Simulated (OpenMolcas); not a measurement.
Ag2+ with 6 ligands (ammonia) in octahedral coordination (S6) at 2.36 Å. Ligand basis ANO-RCC-VDZP.
```
Ag    0.0000    0.0000    0.0000
N     2.3600    0.0000    0.0000
H     2.7421    0.9457    0.0000
H     2.7421   -0.4729    0.8190
H     2.7421   -0.4729   -0.8190
N     0.0000    2.3600    0.0000
H     0.0000    2.7421    0.9457
H     0.8190    2.7421   -0.4729
H    -0.8190    2.7421   -0.4729
N    -2.3600    0.0000    0.0000
H    -2.7421   -0.9457    0.0000
H    -2.7421    0.4729   -0.8190
H    -2.7421    0.4729    0.8190
N     0.0000   -2.3600    0.0000
H     0.0000   -2.7421   -0.9457
H    -0.8190   -2.7421    0.4729
H     0.8190   -2.7421    0.4729
N     0.0000    0.0000    2.3600
H     0.9457    0.0000    2.7421
H    -0.4729    0.8190    2.7421
H    -0.4729   -0.8190    2.7421
N     0.0000    0.0000   -2.3600
H    -0.9457    0.0000   -2.7421
H     0.4729   -0.8190   -2.7421
H     0.4729    0.8190   -2.7421
```

```json
{
 "Program": "OpenMolcas",
 "Method": "SS-CASPT2, IPEA 0.25 Eh, imaginary shift 0.1 Eh (closed shells correlated: 4s 4p and the ligand valence shells)",
 "Basis": "ANO-RCC-VTZP [7s6p4d2f1g]",
 "Scalar Hamiltonian": "DKH2, point nucleus",
 "Active space": "9 electrons in 5 orbitals (4d)",
 "State averaging": "2S+1 = 2 even, 5 roots",
 "Spin-orbit coupling": "RASSI with atomic mean-field integrals over the reference wave functions"
}
```

Question: What is the spin-free ground state?

Answer: A state of multiplicity 2, 2-fold in its orbital part; it has the highest spin that d9 allows.

Question: Where is the first state of the same spin?

Answer: A 2-fold state lies at 17900 cm-1 above the ground state.

Question: What are the lowest two levels with spin-orbit coupling?

Answer: A 2-fold level with g = 0.00, 0.00, 2.32, then a 2-fold level 0 cm-1 above it. Their leading multiplicities are 2 (100 %) and 2 (100 %).

Question: What is χT at 300 K, and how does it compare with the textbook value?

Answer: The lowest level has 2S+1 = 2, for which the spin-only value is χT = S(S+1) / 2 = 0.375 cm3 K/mol (g = 2). The computed 0.508 at 300 K differs by +0.133, through orbital momentum, spin-orbit coupling and any other state in reach.

Roots that are degenerate in the reference are averaged as groups; the widest CASPT2 spread within a group is 28 cm-1 (the 2-fold group of multiplicity 2 near 0 cm-1 above the lowest state of its run). Shifts and gaps below about the spread of the groups concerned are not significant. Over all roots computed the reference weight is 0.68 to 0.69; a low but even weight reflects the number of correlated electrons. An orbital doublet at a regular site is open to a Jahn-Teller distortion, which this geometry leaves out. Ligand-to-metal charge-transfer states are missing. With one d shell and no ligand orbital active, 10Dq can be off by a tenth or more. No measured value stands beside these numbers; the geometry is a model, was not optimised and need not be the one that this ion takes.
